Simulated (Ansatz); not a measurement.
C3H6Cl, doublet, geometry from GFN2-xTB; PBE0/6-31G (Ansatz, a first-principles code).

Ansatz was given this input:
Ansatz 0.2 input:
```yaml
crystal:
  periodic: [false, false, false]
  atoms:
    - {symbol: C, position_ang: [-1.12714493, 0.54831026, -1.12061078]}
    - {symbol: C, position_ang: [0.05858672, 0.01652336, -0.40707604]}
    - {symbol: C, position_ang: [1.43913294, 0.42902159, -0.75611191]}
    - {symbol: Cl, position_ang: [-0.19499081, -0.56806618, 1.18693576]}
    - {symbol: H, position_ang: [-1.37519472, 1.56824688, -0.79981318]}
    - {symbol: H, position_ang: [-0.93026778, 0.57765788, -2.19090812]}
    - {symbol: H, position_ang: [-2.00138196, -0.07334642, -0.93606275]}
    - {symbol: H, position_ang: [2.16736257, -0.26712278, -0.34395903]}
    - {symbol: H, position_ang: [1.67995543, 1.42623389, -0.36587780]}
    - {symbol: H, position_ang: [1.55092187, 0.46232438, -1.83849467]}
basis:
  gaussian:
    orbitals: 6-31G
hamiltonian:
  xc: pbe0
magnetization: {spin_polarized: true, initial_magnetization: 1}
```

What the program printed (banner, timings and long lists left out):

```
Functional definition: PBE0
714 factors; integrals over basis functions are off by at most 1.8e-4 eV
mean field evaluation 1: about -15716.1060 eV, gradient 2.9e1 eV
mean field evaluation 2: about -15715.6089 eV, gradient 3.0e1 eV
mean field evaluation 4: about -15720.2447 eV, gradient 1.1e0 eV
mean field evaluation 8: about -15720.4697 eV, gradient 2.2e-2 eV
mean field evaluation 16: about -15720.4697 eV, gradient 2.2e-5 eV
mean field -15720.46973733 eV, -577.7166071298 hartree, gradient 2.2e-5 eV, S^2 0.754376; 0 other end points of the search recorded, 0 dependent functions left out
reference -15720.46975399 eV, -577.7166077419 hartree; 21, 20 occupied and 31, 32 virtual orbitals, 714 factors
Total energy: -15720.46975399 eV, -577.7166077419 hartree
```
